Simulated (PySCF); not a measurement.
```xyz
3
charge 0 multiplicity 1, angstrom
Sr    0.0000    0.0233    0.0000
H     0.0000   -0.9861    1.9089
H     0.0000   -0.9861   -1.9089
```

All numbers come from PySCF, PBE0, basis Sr def2-TZVP with ECP28, H def2-TZVP (scalar-relativistic core potentials, no spin–orbit coupling, density fitting).

This geometry of SrH2 is a stationary point at this level.

**Question.** What is the point group?

**Answer.** C2v.

**Question.** Is it a minimum?

**Answer.** Yes: all harmonic wavenumbers are real.

**Question.** Which band is strongest in the infrared?

**Answer.** 1165 cm⁻¹ (b2), 954 km/mol.

**Question.** Give the ideal-gas entropy at 298.15 K and 1 bar by parts.

**Answer.** translation 165.0, rotation 63.2, vibration 5.3, spin 0.0; total 233.5 J/(mol K).

Other isomers or separated fragments may lie lower.
